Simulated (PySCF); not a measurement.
Cl₃GeH₃Si. Atoms are numbered in the order given.

```xyz
8

Si     0.0000     0.0000     2.3741
Ge     0.0000     0.0000    -0.0156
Cl     1.7493     1.0100    -0.8079
Cl    -1.7493     1.0100    -0.8079
Cl     0.0000    -2.0200    -0.8079
H      1.2278    -0.7089     2.8211
H     -1.2278    -0.7089     2.8211
H      0.0000     1.4178     2.8211
```
Charge 0, spin multiplicity 1.

Coordinates come from a B3LYP-D3(BJ)/def2-SVP optimisation.

These are M06-2X/def2-TZVP run with PySCF values and carry that method's errors.

ESP charges are fitted to the potential on shells at 1.4 to 2.0 van der Waals radii. Atomic charges (e):

```csv
atom,Löwdin,ESP fit
Si1,0.12,…
Ge2,-0.36,…
Cl3,0.10,…
Cl4,0.10,…
Cl5,0.10,…
H6,-0.02,…
H7,-0.02,…
H8,-0.02,…
```

Task: Fill in the missing entries. (Estimate from the structure and the level; the computed values follow.)

Result: 
- Si1, ESP fit: 0.13
- Ge2, ESP fit: 0.12
- Cl3, ESP fit: -0.10
- Cl4, ESP fit: -0.10
- Cl5, ESP fit: -0.10
- H6, ESP fit: 0.01
- H7, ESP fit: 0.01
- H8, ESP fit: 0.01
